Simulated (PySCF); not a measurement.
C4H7NSi.
Atom-mapped SMILES: `[CH:1]#[C:2]/[CH:3]=[N:4]/[CH2:5][SiH3:6]` (hydrogens: H7 on C1; H8 on C3; H9, H10 on C5; H11, H12, H13 on Si6)

Structure used (GFN2-xTB), in Å, numbered top down from 1:
```
atom  x, y, z in Å
C1     3.5411   -0.1494   -0.6518
C2     2.4209   -0.3372   -0.2603
C3     1.1253   -0.5618    0.2506
N4     0.1038   -0.5101   -0.4914
C5    -1.1892   -0.6756    0.0493
Si6   -2.0161    1.0570    0.0663
H7     4.5148    0.0155   -1.0065
H8     1.0799   -0.7851    1.3304
H9    -1.7563   -1.3258   -0.6193
H10   -1.1909   -1.1186    1.0589
H11   -1.2675    1.9051    0.9963
H12   -1.9807    1.6123   -1.2816
H13   -3.3895    0.8743    0.5414
```

Computed at PBE0/pcSseg-1 (PySCF, non-relativistic), with Q(14N) = 0.02044 b: N4, 14N (I = 1): χzz = -5.696 MHz, η = 0.414.

Problem. Find the zero-field quadrupole resonance frequencies of 14N at N4.

Solution. From ν± = (3/4)|χ|(1 ± η/3) and ν0 = |χ|η/2: ν+ 4.861 MHz, ν− 3.683 MHz, ν0 1.178 MHz (imine nitrogen).

In a crystal, neighbours and librations shift these lines. The structure is a single GFN2-xTB conformer in the gas phase; no vibrational or solvent corrections. GFN2-xTB bond lengths can be off by several hundredths of an ångström, more for odd bonds, and the gradients follow them. With a basis this small, the couplings can be 20 % off.
